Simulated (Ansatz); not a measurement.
A nudged elastic band was laid between two geometries of a periodic cell of 19 atoms, C18N (surface graphene monolayer, adsorbate N).

Computed with DFT PBE, scalar-relativistic, plane waves, PAW in Ansatz 0.2.0. Settings: cutoff 420 eV, k mesh 2x2x1, gaussian smearing 0.05 eV, spin collinear.

```yaml
movable_images: 7
climbing_image: yes
spring: 5.0 eV/Å²
optimiser: quadratic models (default)
start_path: IDPP
force_threshold: 0.05 eV/Å
iteration_limit: 50
end_points: relaxed
```

Image 0:

```xyz
19
Lattice="7.3980 0.0000 0.0000 -3.6990 6.4069 0.0000 0.0000 0.0000 12.0000" Properties=species:S:1:pos:R:3
C -0.040 -0.045 1.009
C 1.217 0.633 1.323
C -1.247 2.115 0.975
C -0.040 2.840 1.010
C -2.482 4.240 0.917
C -1.246 4.958 0.904
C 2.475 -0.045 1.008
C 3.681 0.679 0.975
C 1.217 2.160 1.325
C 2.475 2.840 1.010
C -0.018 4.243 0.905
C 1.217 4.961 0.917
C 4.916 -0.036 0.928
C 6.151 0.679 0.975
C 3.681 2.115 0.976
C 4.916 2.831 0.928
C 2.452 4.242 0.905
C 3.681 4.959 0.904
N 1.217 1.395 2.566
```

Image 8:

```xyz
19
Lattice="7.3980 0.0000 0.0000 -3.6990 6.4069 0.0000 0.0000 0.0000 12.0000" Properties=species:S:1:pos:R:3
C -0.014 -0.029 0.905
C 1.215 0.687 0.904
C -1.249 2.099 0.928
C -0.014 2.815 0.975
C -2.484 4.251 0.976
C -1.249 4.966 0.928
C 2.450 -0.031 0.917
C 3.686 0.687 0.904
C 1.193 2.090 1.009
C 2.450 2.769 1.323
C -0.014 4.251 0.975
C 1.193 4.975 1.010
C 4.914 -0.029 0.905
C 6.149 0.690 0.917
C 3.708 2.090 1.008
C 4.914 2.815 0.975
C 2.450 4.296 1.325
C 3.708 4.975 1.010
N 2.450 3.531 2.566
```

Question: Which bonds break or form, and what moves?

Answer: The atom that moves furthest is N19, by 2.47 Å; four of its nearest neighbours are C2 1.46, C9 1.46, C1 2.47, C7 2.47 Å at the first end and C10 1.46, C17 1.46, C9 2.47, C15 2.47 Å at the last.

Question: What energy profile does the band end with?

Answer: The forces met the threshold. The highest image is number 6 of 0 to 8, 0.99 eV above the ends, which have the same energy within 2 meV. The profile has 2 maxima (images 2, 6) with wells between them (image 4): this band takes more than one step, which may be the mechanism or a detour left from its start path. By the program's own check the climbing image is of a kind that is not told: the force calls were inconclusive, a negative curvature could not be distinguished from the path's own, the only one lies far off the path, or fixed occupations may fill a level only in part (lowest curvatures found: -0.19 and 3.15 eV/Å²). Limits of this set-up: coarse k mesh, slab without dipole correction, a typed lattice constant that wasn't relaxed here.

```json
{"image": "0", "path coordinate (Å)": "0.00", "energy (eV)": "0.00", "C2–N19 (Å)": "1.46", "C9–N19 (Å)": "1.46", "C10–N19 (Å)": "2.47"}
{"image": "1", "path coordinate (Å)": "0.41", "energy (eV)": "0.69", "C2–N19 (Å)": "1.83", "C9–N19 (Å)": "1.45", "C10–N19 (Å)": "2.37"}
{"image": "2", "path coordinate (Å)": "0.82", "energy (eV)": "0.99", "C2–N19 (Å)": "2.30", "C9–N19 (Å)": "1.46", "C10–N19 (Å)": "2.31"}
{"image": "3", "path coordinate (Å)": "1.23", "energy (eV)": "0.72", "C2–N19 (Å)": "2.37", "C9–N19 (Å)": "1.45", "C10–N19 (Å)": "1.85"}
{"image": "4", "path coordinate (Å)": "1.64", "energy (eV)": "0.00", "C2–N19 (Å)": "2.46", "C9–N19 (Å)": "1.46", "C10–N19 (Å)": "1.46"}
{"image": "5", "path coordinate (Å)": "2.05", "energy (eV)": "0.68", "C2–N19 (Å)": "2.75", "C9–N19 (Å)": "1.83", "C10–N19 (Å)": "1.45"}
{"image": "6", "path coordinate (Å)": "2.46", "energy (eV)": "0.99", "C2–N19 (Å)": "3.08", "C9–N19 (Å)": "2.29", "C10–N19 (Å)": "1.46"}
{"image": "7", "path coordinate (Å)": "2.87", "energy (eV)": "0.69", "C2–N19 (Å)": "3.27", "C9–N19 (Å)": "2.36", "C10–N19 (Å)": "1.45"}
{"image": "8", "path coordinate (Å)": "3.28", "energy (eV)": "0.00", "C2–N19 (Å)": "3.52", "C9–N19 (Å)": "2.47", "C10–N19 (Å)": "1.46"}
```

Question: What is the geometry of the highest image?

Answer: 
```xyz
19
Lattice="7.3980 0.0000 0.0000 -3.6990 6.4069 0.0000 0.0000 0.0000 12.0000" Properties=species:S:1:pos:R:3
C -0.032 -0.017 0.920
C 1.198 0.692 0.962
C -1.263 2.115 0.916
C -0.034 2.825 0.958
C -2.494 4.255 0.970
C -1.264 4.965 0.961
C 2.435 -0.021 0.969
C 3.675 0.694 0.956
C 1.175 2.101 1.016
C 2.438 2.828 1.337
C -0.033 4.255 0.966
C 1.205 4.970 0.958
C 4.905 -0.017 0.916
C 6.135 0.694 0.911
C 3.699 2.100 1.010
C 4.905 2.824 0.956
C 2.436 4.285 1.015
C 3.667 4.970 0.962
N 2.398 2.848 2.801
```

The run took 24 min on 2 threads of AMD EPYC 7B13 (Zen 3) (shared host), peak memory 2.2 GiB.
